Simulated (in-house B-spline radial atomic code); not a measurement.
Successive ionisation energies of niobium; each step leads to the configuration of the next row (after the last: bare). NIST's values go from ground level to ground level; the uncertainty of those that are theory runs from under 0.1 % in few-electron ions to several per cent in heavy many-electron ones. Computed with a radial B-spline atomic code at the basis-set limit: non-relativistic Hartree-Fock, average of the configuration, point nuclei.

This level leaves out relativity, spin-orbit splitting included, which matters for heavy ions.

```
  ion  configuration  ionisation energy (eV)  tabulated value (eV)    tabulated kind  computed minus tabulated (eV)  highest orbital  largest mean radius (bohr)
Nb27+   [Ne] 3s2 3p2                  1410.8                  1439    semi-empirical                            -28               3p                     0.39478
Nb28+   [Ne] 3s2 3p1                       ?                     ?    semi-empirical                              ?                ?                           ?
Nb29+       [Ne] 3s2                  1587.6                1625.9    semi-empirical                            -38               3s                     0.38904
Nb30+       [Ne] 3s1                  1650.4               1684.97    semi-empirical                            -35               3s                     0.38589
Nb31+   [He] 2s2 2p6                  4011.0                4020.1    semi-empirical                             -9               2p                     0.15913
Nb32+   [He] 2s2 2p5                  4181.4                  4187    semi-empirical                             -6               2p                      0.1579
Nb33+   [He] 2s2 2p4                       ?                     ?    semi-empirical                              ?                ?                           ?
Nb34+   [He] 2s2 2p3                  4530.4                  4540    semi-empirical                            -10               2p                     0.15549
Nb35+   [He] 2s2 2p2                  4709.2                  4815    semi-empirical                           -106               2p                     0.15431
Nb36+   [He] 2s2 2p1                  4890.8                  5011    semi-empirical                           -120               2p                     0.15314
Nb37+       [He] 2s2                  5118.5                  5265    semi-empirical                           -146               2s                     0.15199
Nb38+       [He] 2s1                  5280.6              5426.066  tabulated theory                           -145               2s                     0.15093
Nb39+            1s2                       ?                     ?  tabulated theory                              ?                ?                           ?
Nb40+            1s1                 22871.2              23388.85  tabulated theory                           -518               1s                    0.036585
```

Q: Fill in the row of Nb28+.

A: ionisation energy (eV): 1472.3; tabulated value (eV): 1488; computed minus tabulated (eV): -16; highest orbital: 3p; largest mean radius (bohr): 0.39189.

Q: Fill in the row of Nb33+.

A: ionisation energy (eV): 4354.5; tabulated value (eV): 4369; computed minus tabulated (eV): -15; highest orbital: 2p; largest mean radius (bohr): 0.15669.

Q: Fill in the row of Nb39+.

A: ionisation energy (eV): 22176.9; tabulated value (eV): 22648.05; computed minus tabulated (eV): -471; highest orbital: 1s; largest mean radius (bohr): 0.036923.

Q: Where is the largest jump?

A: From Nb38+ to Nb39+, by a factor of 4.20 (5280.6 to 22177 eV); the highest orbital goes from 2s to 1s.

Q: How far is this level of theory from the measured and semi-empirical values?

A: Over those 11 rows the differences run from -146 to -5.64 eV (mean absolute value 48 eV). The calculation leaves out relativity, correlation and, in open shells, the multiplet splittings that an average leaves out.
